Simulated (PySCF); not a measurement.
Job file and geometry (Å, from GFN2-xTB) of a spin–spin coupling run on `InChI=1S/C4H7BF2/c1-4(2)3-5(6)7/h3H,1-2H3`, PySCF 2.14.0, density-fitted response routines, B3LYP/pcJ-1 indirect spin-spin coupling, non-relativistic, gas phase; density fitting, a coarse starting grid and PySCF grid level 2 are the driver's defaults:

```
$ OMP_NUM_THREADS=1 python probes_run.py task.json out

{"job": {"kind": "j", "xc": "B3LYP", "basis": "pcJ-1"}, "charge": 0, "multiplicity": 1}
C     -0.587013     1.311828     0.250683
C     -0.313283    -0.137282     0.017501
C     -1.528070    -1.009138     0.063606
C      0.907556    -0.648147    -0.212808
B      2.263712     0.069847    -0.286579
F      2.481778     1.370261    -0.143506
F      3.377631    -0.612241    -0.515239
H     -1.216183     1.697314    -0.551550
H      0.322861     1.898218     0.289554
H     -1.134776     1.440306     1.183682
H     -1.299734    -2.031964    -0.222267
H     -1.939045    -1.011970     1.073009
H     -2.298506    -0.617626    -0.598779
H      0.962394    -1.719879    -0.369473
```

Problem. Write the output of this run.

Solution. 
```
coarse grid: 11944 points
cycle   1  E = -381.1643567337  dE =  6.618e-01  |g| = 7.597e-01  |ddm| = 3.047e+00
cycle   2  E = -381.0953790467  dE =  6.898e-02  |g| = 1.054e+00  |ddm| = 1.027e+00
cycle   3  E = -381.2667097293  dE = -1.713e-01  |g| = 8.823e-02  |ddm| = 5.667e-01
cycle   4  E = -381.2680876002  dE = -1.378e-03  |g| = 3.818e-02  |ddm| = 9.106e-02
cycle   5  E = -381.2684000784  dE = -3.125e-04  |g| = 4.253e-03  |ddm| = 3.266e-02
cycle   6  E = -381.2684025620  dE = -2.484e-06  |g| = 2.779e-03  |ddm| = 5.383e-03
final grid: 116856 points
cycle   7  E = -381.3222755195  dE = -1.761e-04  |g| = 8.923e-03  |ddm| = 2.516e-02
cycle   8  E = -381.3222489090  dE =  2.661e-05  |g| = 1.367e-02  |ddm| = 1.622e-02
cycle   9  E = -381.3222921727  dE = -4.326e-05  |g| = 2.117e-03  |ddm| = 1.103e-02
cycle  10  E = -381.3222931754  dE = -1.003e-06  |g| = 6.000e-04  |ddm| = 1.960e-03
cycle  11  E = -381.3222932571  dE = -8.162e-08  |g| = 1.269e-04  |ddm| = 4.743e-04
cycle  12  E = -381.3222932597  dE = -2.672e-09  |g| = 2.345e-05  |ddm| = 8.201e-05
cycle  13  E = -381.3222932598  dE = -7.071e-11  |g| = 8.943e-06  |ddm| = 2.046e-05
converged SCF energy = -381.3222932598

Indirect spin-spin couplings (Hz)
  i      j    bonds     total        FC       PSO       DSO        SD
  0 C    1 C    1     40.546    42.132    -1.807     0.220         -
  0 C    2 C    2      4.843     5.124    -0.271    -0.010         -
  0 C    3 C    2      4.009     4.382    -0.349    -0.024         -
  0 C    4 B    3      2.637     2.684    -0.078     0.047    -0.015
  0 C    5 F    4      6.709     5.798     0.667     0.117     0.127
  0 C    6 F    4     -0.756    -0.604     0.081    -0.221    -0.013
  0 C    7 H    1    130.067   128.104     1.262     0.702         -
  0 C    8 H    1    138.504   136.884     0.858     0.763         -
  0 C    9 H    1    130.473   128.525     1.248     0.699         -
  0 C   10 H    3      8.123     8.177     0.408    -0.462         -
  0 C   11 H    3      1.870     1.900     0.018    -0.049         -
  0 C   12 H    3      2.791     2.812    -0.039     0.018         -
  0 C   13 H    3     10.683    10.799     0.358    -0.474         -
  1 C    2 C    1     40.604    42.207    -1.814     0.211         -
  1 C    3 C    1     70.337    79.990    -9.885     0.232         -
  1 C    4 B    2      4.112     3.254     0.272     0.047     0.539
  1 C    5 F    3     -1.111    -4.301    -0.035    -0.009     3.235
  1 C    6 F    3     22.350    10.987     6.152    -0.255     5.466
  1 C    7 H    2     -7.526    -7.500     0.029    -0.056         -
  1 C    8 H    2     -3.875    -3.408    -0.401    -0.067         -
  1 C    9 H    2     -7.104    -7.005    -0.032    -0.067         -
  1 C   10 H    2     -3.866    -3.386    -0.348    -0.132         -
  1 C   11 H    2     -7.430    -7.408     0.052    -0.073         -
  1 C   12 H    2     -6.718    -6.601    -0.029    -0.087         -
  1 C   13 H    2     -5.061    -2.994    -1.812    -0.254         -
  2 C    3 C    2      2.802     3.214    -0.388    -0.025         -
  2 C    4 B    3      7.777     7.569     0.181    -0.044     0.071
  2 C    5 F    4      3.687     3.576     0.277    -0.203     0.037
  2 C    6 F    4      2.372     1.577     0.766    -0.184     0.214
  2 C    7 H    3      2.094     2.125     0.012    -0.042         -
  2 C    8 H    3      9.505     9.537     0.411    -0.443         -
  2 C    9 H    3      2.814     2.835    -0.029     0.007         -
  2 C   10 H    1    135.661   133.958     1.048     0.655         -
  2 C   11 H    1    130.423   128.530     1.237     0.656         -
  2 C   12 H    1    131.228   129.362     1.210     0.656         -
  2 C   13 H    3      9.260     9.417    -0.231     0.074         -
  3 C    4 B    1    106.963   108.308    -1.887     0.405     0.138
  3 C    5 F    2     25.999    30.994    -4.695    -0.056    -0.244
  3 C    6 F    2     43.415    48.196    -3.959    -0.018    -0.805
  3 C    7 H    3      4.650     4.765     0.198    -0.314         -
  3 C    8 H    3      4.599     4.918    -0.424     0.105         -
  3 C    9 H    3      5.428     5.543     0.240    -0.355         -
  3 C   10 H    3      5.787     6.087    -0.398     0.098         -
  3 C   11 H    3      4.365     4.494     0.177    -0.306         -
  3 C   12 H    3      5.492     5.606     0.253    -0.368         -
  3 C   13 H    1    145.982   144.435     0.615     0.932         -
  4 B    5 F    1   -125.869   -77.277   -49.653     1.013     0.047
  4 B    6 F    1   -119.149   -68.977   -51.315     0.973     0.170
  4 B    7 H    4     -1.394    -1.354     0.108    -0.130    -0.018
  4 B    8 H    4     -0.417    -0.254    -0.582     0.438    -0.020
  4 B    9 H    4     -1.191    -1.153     0.160    -0.177    -0.021
  4 B   10 H    4      0.333     0.236     0.183    -0.107     0.021
  4 B   11 H    4     -1.146    -1.150     0.199    -0.196     0.001
  4 B   12 H    4     -0.362    -0.369     0.228    -0.221    -0.001
  4 B   13 H    2      0.209     0.444    -0.304     0.095    -0.026
  5 F    6 F    2   -187.094    72.045  -261.731    -0.873     3.465
  5 F    7 H    5     -0.291    -0.116     0.334    -0.364    -0.145
  5 F    8 H    5      2.134     3.216    -3.693     2.200     0.411
  5 F    9 H    5      0.564     0.646     0.524    -0.521    -0.085
  5 F   11 H    5      0.422     0.679     0.531    -0.717    -0.071
  5 F   12 H    5      0.274     0.538     0.557    -0.729    -0.093
  5 F   13 H    3     18.907    20.076     0.718    -1.758    -0.129
  6 F    7 H    5      0.943     0.975     0.971    -0.962    -0.040
  6 F    8 H    5     -0.497     0.138     0.347    -0.809    -0.173
  6 F    9 H    5      0.828     0.874     1.007    -1.000    -0.052
  6 F   10 H    5      0.335     0.011     0.740    -0.394    -0.022
  6 F   11 H    5      1.141     1.200     0.726    -0.756    -0.028
  6 F   12 H    5      1.051     1.095     0.811    -0.821    -0.034
  6 F   13 H    3     -2.658    -0.996    -1.367     0.129    -0.424
  7 H    8 H    2    -14.371   -14.521     2.512    -2.362         -
  7 H    9 H    2    -20.535   -20.709     2.623    -2.448         -
  7 H   10 H    4     -0.375    -0.289     1.405    -1.491         -
  7 H   11 H    4     -2.136    -2.040     0.801    -0.897         -
  7 H   12 H    4     -1.508    -1.526    -1.207     1.225         -
  7 H   13 H    4     -2.444    -2.321     1.496    -1.619         -
  8 H    9 H    2    -13.025   -13.167     2.559    -2.417         -
  8 H   10 H    4      3.307     3.381     1.686    -1.760         -
  8 H   11 H    4     -0.414    -0.346     1.358    -1.427         -
  8 H   12 H    4      0.214     0.270     1.483    -1.539         -
  9 H   10 H    4      0.245     0.323     1.565    -1.643         -
  9 H   11 H    4     -1.683    -1.692    -1.145     1.155         -
  9 H   12 H    4     -1.619    -1.542     0.198    -0.275         -
  9 H   13 H    4     -1.657    -1.534     1.528    -1.651         -
 10 H   11 H    2    -14.153   -14.251     2.752    -2.654         -
 10 H   12 H    2    -12.435   -12.520     2.776    -2.691         -
 10 H   13 H    4     -0.471    -0.530    -1.991     2.051         -
 11 H   12 H    2    -20.440   -20.589     2.685    -2.536         -
 11 H   13 H    4     -2.556    -2.427     0.761    -0.889         -
 12 H   13 H    4     -1.754    -1.626     1.060    -1.188         -
```

Size and cost of the density-fitted run: 259 basis functions, 38 s wall time on 1 thread of an Intel Xeon 6975P-C, shared host; peak memory 0.99 GiB.
